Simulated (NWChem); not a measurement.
Molecule: ZrCl4; SMILES [Cl][Zr]([Cl])([Cl])[Cl]

Computed with NWChem. Structure relaxed at the PBE0/def2-SVP level. No frequency run checked for a minimum. def2 effective core potentials on Zr; no spin-orbit coupling.

For level PBE/def2-SVPD:

* **highest occupied level (eV)**: -8.45

Problem. How do the values read with level PBE/def2-SVP instead?

Solution. 
| Property | Value |
|---|---|
| highest occupied level (eV) | -8.27 |
